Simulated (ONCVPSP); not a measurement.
**Scattering properties, ONCV potential for arsenic**

```
Element                 : As (Z = 33)
Generator               : ONCVPSP 4.0.1
Type                    : optimised norm-conserving Vanderbilt (ONCV)
Functional              : PBE
Relativity              : scalar-relativistic
Frozen core             : [Ar]
Valence charge          : 15
Reference configuration : 3d10 4s2 4p3
Partial waves           : 4s: rc 1.45 bohr, ncon 4, nbas 8, qcut 5.2 1/bohr, 3 projectors, debl 2.2 Ha; 4p: rc 1.95 bohr, ncon 4, nbas 7, qcut 4.3 1/bohr, 1 projector; 3d: rc 0.70 bohr, ncon 5, nbas 10, qcut 22.3 1/bohr, 1 projector
Local potential         : polynomial inside 0.65 bohr (lpopt 5, dvloc0 0 Ha)
Core correction         : Teter function, fcfact 2.25, rcfact 1.5
```

The phase is arctan(r·R′/R) of the radial function R(r), unwrapped; energies in Ha, scanned from -3 to 5 Ha. A pole is an energy at which the radial function vanishes at the test radius. The pseudo phase is shifted by a multiple of π to meet the all-electron one at the reference energy, and phase errors are pseudo minus all-electron; the curves can meet again beyond the range given. Levels narrower than the energy grid can be missing from the lists of poles. n/a: not evaluated, since a narrow level or a reset projector energy made the automatic matching unsafe.

**Question.** For each channel, where are the poles, and over which energies does the pseudopotential scatter like the atom?

**Answer.**

```csv
channel,radius (bohr),reference energy (Ha),"poles, all-electron","poles, pseudo",unbroken range about the reference energy with phases within 0.05 rad,phase error 1 Ha above the reference energy (rad)
s,1.47,-0.53,3.83,3.83,the whole range,-0.000
p,1.98,-0.19,1.57,1.53,n/a,n/a
d,0.71,-1.49,3.75,3.89,the whole range,+0.001
```

Note: ghosts flagged at negative energy: s at -195.8 eV, p at -76.9 eV; no localised positive-energy state flagged. A true bound ghost makes a file unfit for plane-wave use.

Phases in the p channel:

```tsv
E (Ha)	all-electron	pseudo
-2.98	1.273	4.388
-2.54	1.230	1.241
-2.10	1.167	1.171
-1.66	1.065	1.066
-1.22	0.865	0.866
-0.78	0.389	0.388
-0.34	-0.522	-0.522
0.10	-1.101	-1.101
0.54	-1.341	-1.342
0.98	-1.466	-1.468
1.42	-1.548	-1.553
1.86	-1.613	-1.623
2.30	-1.676	-1.694
2.74	-1.749	-1.786
3.18	-1.854	-1.949
3.62	-2.055	-2.389
4.06	-2.604	-3.620
4.50	-3.717	-4.255
4.94	-4.236	-4.453
```
